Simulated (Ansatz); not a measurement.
Reaction (redistribution): `N[SiH]([AlH2])[SiH3]` + `[NH2][AlH][Br]` → `N[Si](N)([AlH2])[SiH3]` + `[AlH2][Br]`

Isolated molecules relaxed with PBE0-D4/def2-TZVP in Ansatz; ΔE leaves out vibrations. CCSD(T)/CBS adds triple-zeta CCSD(T) − MP2 to the extrapolated MP2 energy (def2 sets, frozen cores). Functionals use def2-TZVPP. B3LYP here is the variant with VWN-RPA as its local correlation; programs differ in this. For Br outer-core shells are correlated without core-valence functions, which leaves a few kJ/mol of doubt a bond. Scalar relativity is left out up to krypton. One conformer a species, not always the lowest.

`N[SiH]([AlH2])[SiH3]`:

Cartesian coordinates in Å:
```
N -0.274 1.391 1.436
Si -0.367 -0.114 0.562
Al -1.806 -0.231 -1.439
Si 1.813 -0.713 -0.059
H -1.116 1.742 1.867
H 0.226 2.154 1.005
H -0.828 -1.158 1.530
H -2.053 -1.615 -2.188
H -2.487 1.079 -2.040
H 2.722 -0.883 1.107
H 2.396 0.334 -0.948
H 1.774 -1.987 -0.831
```

`[NH2][AlH][Br]`:

Z-matrix (Å, degrees):
```
N
Al 1 1.756
H 1 1.007 2 125.0
H 1 1.007 2 124.3 3 -180.0
Br 2 2.258 1 117.4 3 -0.0
H 2 1.571 1 121.8 3 180.0
```

`N[Si](N)([AlH2])[SiH3]`:

```xyz
14

N     0.940   -0.369   -1.684
Si    0.207    0.225   -0.232
N    -0.123    1.899   -0.486
Al    1.502    0.107    1.874
Si   -1.719   -1.121    0.003
H     1.822    0.007   -1.997
H     0.850   -1.341   -1.932
H    -0.095    2.551    0.279
H    -0.740    2.207   -1.222
H     1.635    1.362    2.853
H     2.216   -1.247    2.319
H    -2.765   -0.794   -1.010
H    -2.319   -0.909    1.353
H    -1.411   -2.577   -0.117
```

`[AlH2][Br]`:

Z-matrix (Å, degrees):
```
Al
Br 1 2.256
H 1 1.576 2 117.6
H 1 1.576 2 117.6 3 180.0
```

```tsv
level	ΔE (kJ/mol)	difference from CCSD(T)/CBS
PBE-D4	49.0	-1.2
r2SCAN-D4	53.5	3.3
PBE0-D4	49.1	-1.1
B3LYP-D4	49.1	-1.1
ωB97X-V	49.5	-0.7
ωB97M-V	49.4	-0.8
B2PLYP	53.6	3.4
PBE	52.0	1.8
r2SCAN	54.5	4.3
PBE0	51.8	1.6
B3LYP	53.9	3.7
HF/def2-TZVPP	51.2	1.0
MP2/def2-TZVPP	53.1	2.9
SCS-MP2/def2-TZVPP	52.6	2.4
CCSD/def2-TZVPP	53.1	2.9
CCSD(T)/def2-TZVPP	52.7	2.5
HF/def2-QZVPP	50.7	0.5
MP2/def2-QZVPP	51.5	1.3
SCS-MP2/def2-QZVPP	51.2	1.0
HF/CBS(def2)	50.7	0.5
MP2/CBS(def2)	50.6	0.4
CCSD/CBS(def2)	50.6	0.4
CCSD(T)/CBS	50.2	0
```

Largest T1 diagnostic among the species: 0.013.

The D4 term adds −4.8 kJ/mol with B3LYP and −2.7 kJ/mol with PBE0; it sums over pairs of atoms, weighted by their polarisabilities, and B3LYP, whose exchange is more repulsive, gets the larger term.
